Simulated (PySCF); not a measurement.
C2H6BFO2, SMILES COB(O)CF.

Geometry: r2SCAN-D4/def2-SVP. The structure was generated by enumeration, and PubChem lists no compound with its InChIKey, so it may never have been made. The values are those of a single conformer.

These are r2SCAN-D4/def2-SVP (PySCF) values and carry that method's errors.

No scaling factor is applied to the harmonic values.

| mode | ν (cm⁻¹) | IR (km/mol) | Raman (Å⁴/amu) | depolarisation | moving atoms (share of kinetic energy) |
|---|---|---|---|---|---|
| 1 | 48 | 0.0 | 0.1 | 0.75 | H 96 % |
| 2 | 89 | 2.8 | 0.4 | 0.75 | F 34 %, C 23 %, H 22 %, O 16 % |
| 3 | 155 | 13.2 | 0.0 | – | O 40 %, H 31 %, C 24 % |
| 4 | 175 | 5.4 | 0.5 | 0.61 | F 27 %, C 23 %, O 22 %, H 18 %, B 10 % |
| 5 | 255 | 14.2 | 0.1 | 0.38 | O 54 %, H 17 %, C 15 %, F 15 % |
| 6 | 393 | 2.4 | 3.0 | 0.37 | F 36 %, C 31 %, O 22 %, H 9 % |
| 7 | 470 | 13.8 | 0.8 | 0.75 | B 43 %, H 36 %, O 17 % |
| 8 | 559 | 6.7 | 0.8 | 0.46 | O 39 %, C 26 %, H 18 %, B 10 % |
| 9 | 644 | 76.4 | 1.5 | 0.75 | H 91 % |
| 10 | 795 | 1.5 | 6.5 | 0.07 | O 53 %, C 30 %, H 14 % |
| 11 | 885 | 26.3 | 0.1 | 0.75 | H 39 %, B 34 %, C 23 % |
| 12 | 977 | 147.1 | 0.6 | 0.10 | H 35 %, C 29 %, O 13 %, B 12 %, F 11 % |
| 13 | 1055 | 49.6 | 5.5 | 0.65 | C 42 %, F 28 %, H 22 % |
| 14 | 1097 | 50.9 | 4.3 | 0.65 | H 39 %, O 34 %, C 26 % |
| 15 | 1172 | 0.3 | 2.4 | 0.75 | H 76 %, C 19 % |
| 16 | 1199 | 3.1 | 3.0 | 0.67 | H 71 %, C 19 % |
| 17 | 1225 | 3.2 | 10.4 | 0.75 | H 91 % |
| 18 | 1277 | 121.8 | 2.6 | 0.71 | H 57 %, O 15 %, B 15 %, C 12 % |
| 19 | 1396 | 220.8 | 1.5 | 0.59 | B 51 %, C 18 %, O 16 %, H 14 % |
| 20 | 1430 | 177.4 | 6.5 | 0.59 | H 63 %, B 20 %, C 13 % |
| 21 | 1445 | 6.3 | 14.4 | 0.67 | H 94 % |
| 22 | 1470 | 6.4 | 19.6 | 0.75 | H 97 % |
| 23 | 1472 | 12.2 | 15.5 | 0.75 | H 96 % |
| 24 | 1536 | 244.2 | 1.1 | 0.72 | B 45 %, H 33 %, O 20 % |
| 25 | 3023 | 52.3 | 145.8 | 0.01 | H 97 % |
| 26 | 3034 | 18.9 | 122.5 | 0.08 | H 95 % |
| 27 | 3090 | 18.8 | 83.2 | 0.75 | H 90 %, C 10 % |
| 28 | 3115 | 28.5 | 63.0 | 0.75 | H 90 %, C 10 % |
| 29 | 3148 | 23.0 | 86.2 | 0.67 | H 90 %, C 10 % |
| 30 | 3792 | 114.4 | 62.9 | 0.20 | H 94 % |
